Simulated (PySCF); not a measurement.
C6H10S.
Atom-mapped SMILES: `[CH3:1][C:2]#[C:3][CH2:4][S:5][CH2:6][CH3:7]` (hydrogens: H8, H9, H10 on C1; H11, H12 on C4; H13, H14 on C6; H15, H16, H17 on C7)

The closed-shell SCF was solved with PySCF and density fitting under several settings on one GFN2-xTB geometry (grid level 2 and gas phase unless stated).

| settings | basis functions | SCF cycles | E (Eh) | HOMO (eV) | LUMO (eV) | dipole (D) |
| --- | --- | --- | --- | --- | --- | --- |
| PBE0/pcSseg-1 | 176 | 14 | -632.3081 | -6.34 | 0.56 | 2.06 |
| PBE0/def2-SVPD | 227 | 14 | -632.0790 | -6.33 | 0.34 | 2.06 |
| KT2/def2-SVP, grid level 3 | 152 | 16 | -639.7533 | -4.98 | -0.24 | 1.87 |
| HSE06/def2-SVP, IEF-PCM tetrahydrofuran | 152 | 14 | -632.1044 | -5.95 | 0.37 | 2.40 |

Question: Estimate the rows for these settings: (1) HSE06/pcSseg-0; (2) PBE0/IGLO-II, IEF-PCM water; (3) PBE0/6-311G**, fitting basis def2-qzvpp-jkfit.

Answer: 
| settings | basis functions | SCF cycles | E (Eh) | HOMO (eV) | LUMO (eV) | dipole (D) |
| --- | --- | --- | --- | --- | --- | --- |
| HSE06/pcSseg-0 | 87 | 13 | -631.4146 | -6.01 | 0.36 | 2.28 |
| PBE0/IGLO-II, IEF-PCM water | 227 | 14 | -632.3991 | -6.43 | 0.56 | 2.47 |
| PBE0/6-311G**, fitting basis def2-qzvpp-jkfit | 194 | 10 | -632.4224 | -6.32 | 0.53 | 2.12 |

Question: Over all rows, what range does the HOMO–LUMO gap span?

Answer: From 4.74 eV (KT2/def2-SVP, grid level 3) to 6.99 eV (PBE0/IGLO-II, IEF-PCM water). The functional of the narrowest has no exact exchange, that of the widest 25 % exact exchange.

Question: And the dipole moment?

Answer: From 1.87 D (KT2/def2-SVP, grid level 3) to 2.47 D (PBE0/IGLO-II, IEF-PCM water); the largest is 1.32 times the smallest, and the median is 2.12 D.

Question: Compare two rows with the functional PBE0: PBE0/6-311G**, fitting basis def2-qzvpp-jkfit and PBE0/def2-SVPD. Which energy is lower, and by how much?

Answer: PBE0/6-311G**, fitting basis def2-qzvpp-jkfit (194 functions) lies 0.3434 Eh or 215 kcal/mol below PBE0/def2-SVPD (227 functions). The smaller set gives the lower energy; the two sets aren't nested, so the variational bound doesn't order them by size.

Cycle counts include a coarse-grid stage where the run had one. All basis functions are spherical, in the Pople sets too. KT2 was designed for NMR shieldings or shifts; total energies of different functionals aren't comparable. One conformer (not necessarily the lowest) at the GFN2-xTB geometry, without vibrations or thermal averaging. GFN2-xTB frequencies show an imaginary mode (34i cm⁻¹), so this geometry is no minimum at that level.

The values belong to the conformer `[CH3:1][C:2]#[C:3][CH2:4][S:5][CH2:6][CH3:7]`: C3–C4–S5–C6 -57°, C4–S5–C6–C7 -74°.
